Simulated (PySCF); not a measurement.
Electron correlation in Cl⁺ (chlorine, charge +1)

[Ne] 3s1 3p4 3d1, one real determinant (an excited configuration). All numbers are calculated (PySCF 2.14, the spin-free X2C one-electron Hamiltonian (Gaussian nucleus), in dyall-acv3z (19s12p6d4f, 113 functions)). Frozen: [Ne]; 6 electrons correlated; the 23 highest virtual orbitals of each spin left out.

```json
{"level": "CCSD", "correlation energy (mhartree)": "-157.39"}
{"level": "(T)", "correlation energy (mhartree)": "-12.72"}
{"level": "CCSD(T)", "correlation energy (mhartree)": "-170.11"}
```

Diagnostics: T1 = 0.013, D1 = 0.0385, largest double amplitude 0.192.

The real determinant used has ⟨L²⟩ near 8 against 12 for a pure F term, so it mixes terms. The outer electron is Rydberg-like, and this basis confines it to a smaller radius and binds it less than a complete one would. A double-excitation amplitude exceeds 0.15, a sign of near-degeneracy.

Cost of the coupled-cluster step: roughly 40 core-seconds, for 6 correlated electrons.

The reference is one real determinant that mixes LS terms of this configuration.
